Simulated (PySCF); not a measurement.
Cartesian coordinates in Å; atom numbers follow the order of the lines, from 1:
```xyz
19

Al    0.002   -0.009   -0.003
O    -0.014   -0.010    1.931
H    -0.637    0.499    2.487
H     0.644   -0.379    2.551
O     0.007   -0.037   -1.934
H    -0.267   -0.730   -2.565
H     0.271    0.728   -2.482
O     1.928    0.044    0.022
H     2.529    0.521    0.626
H     2.499   -0.470   -0.582
O    -1.924    0.027    0.038
H    -2.489   -0.528    0.610
H    -2.517    0.408   -0.639
O    -0.023    1.924   -0.080
H     0.742    2.520   -0.194
H    -0.791    2.503    0.090
O     0.021   -1.942    0.017
H    -0.266   -2.573   -0.671
H     0.283   -2.496    0.778
```

Total charge +3.

Geometry: PBE0-D3(BJ)/def2-SVP; GIAO absolute shieldings from PySCF 2.14.0 with density-fitted response routines, gas phase, non-relativistic, averaged over equivalent atoms.

At B3LYP/pcSseg-1 (pcSseg-2 on Al) (205 basis functions, of the order of 30 core-seconds):
```
                                     atoms  σ (ppm)
                                       Al1    571.2
                      O2/O5/O8/O11/O14/O17    294.3
H3/H4/H6/H7/H9/H10/H12/H13/H15/H16/H18/H19    25.95
```

What do these become at PBE0/pcSseg-1 (pcSseg-2 on Al)?

Answers


```csv
atoms,σ at PBE0/pcSseg-1 (pcSseg-2 on Al),change
Al1,576.2,+5.0
O2/O5/O8/O11/O14/O17,296.7,+2.4
H3/H4/H6/H7/H9/H10/H12/H13/H15/H16/H18/H19,25.82,-0.13
```

The largest change is at Al1 (aluminium bonded to 6 O). Cost: 205 basis functions, roughly 30 core-seconds.
